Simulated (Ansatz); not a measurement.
Wavefunction ladder for CH₇ClO₃Si₂, SMILES `C[Si@@H](O)O[Si@H](O)Cl`

Cartesian coordinates in Å:
```
C 1.382 1.526 -0.935
Si 0.562 0.716 0.504
O -1.020 1.196 0.521
O 0.604 -0.920 0.317
Si -0.592 -2.008 0.169
O -1.678 -1.585 -0.965
Cl -1.525 -2.145 2.004
H 2.409 1.169 -1.043
H 0.844 1.296 -1.858
H 1.405 2.611 -0.811
H 1.201 1.038 1.804
H -1.481 1.137 1.360
H -0.051 -3.323 -0.188
H -2.060 -0.707 -0.877
```

The species carries charge 0 and has multiplicity 1. The geometry is a stationary point of PBE0-D4/def2-TZVP. It is one conformer, not always the lowest. Frozen core, restricted reference, the Gaussian-basis code of Ansatz. CBS rows extrapolate triple and quadruple zeta; past MP2 they add the triple-zeta difference.

```tsv
basis	HF (Eh)	MP2 corr.
def2-TZVPP	-1304.35424	-1.31524
def2-QZVPP	-1304.39916	-1.42464
```

Problem. Estimate the CCSD correlation energy and the (T) correction in each basis where they were run (hartree).

Solution. 
```
     basis  CCSD corr.       (T)
def2-TZVPP    -1.36598  -0.05093
 CBS(def2)    -1.55641     as TZ
```
